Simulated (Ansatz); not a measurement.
Relaxation of CH7AlSi2 (11 atoms, charge 0, multiplicity 1), to a largest force component of 0.015 eV/Å in at most 40 steps.

These are results of RHF/def2-SVP in Ansatz 0.2.0, not measurements.

```xyz
11
Properties=species:S:1:pos:R:3
Si -1.231 2.088 -0.624
Al 0.088 0.372 0.137
C 1.824 -0.513 0.256
Si 1.086 -0.814 2.002
H -2.419 1.566 -1.391
H -1.770 2.928 0.510
H -0.472 3.008 -1.522
H 1.861 -1.532 -0.287
H 2.709 0.092 0.180
H 0.704 -2.148 2.228
H 1.861 0.060 2.939
```

Task: Where does it end, and by what steps?

Result: The forces met the threshold. After 12 steps the energy has fallen by 0.667 eV; H11 moved furthest, 0.53 Å.

```
step  energy less start (eV)  largest force component (eV/Å)  accepted
   0                  0.0000                           2.704       yes
   1                 -0.5802                           0.480       yes
   2                 -0.6263                           0.118       yes
   3                 -0.6435                           0.182       yes
   4                 -0.6545                           0.140       yes
   5                 -0.6601                           0.123       yes
   6                 -0.6622                           0.212       yes
   7                 -0.6651                           0.088       yes
   8                 -0.6661                           0.045       yes
   9                 -0.6666                           0.017       yes
  10                 -0.6668                           0.018       yes
  11                 -0.6668                           0.018       yes
  12                 -0.6669                           0.003       yes
```

```xyz
11
Properties=species:S:1:pos:R:3
Si -1.315 2.200 -0.699
Al 0.174 0.617 0.482
C 1.793 -0.492 0.254
Si 1.165 -0.826 2.052
H -2.363 1.434 -1.424
H -1.984 3.115 0.258
H -0.563 3.015 -1.686
H 1.769 -1.351 -0.423
H 2.771 -0.009 0.179
H 0.711 -2.213 2.309
H 2.085 -0.382 3.127
```

Time of the run: 26 s on 1 thread of Arm Neoverse V2, with other jobs on the host, peak memory 0.19 GiB.
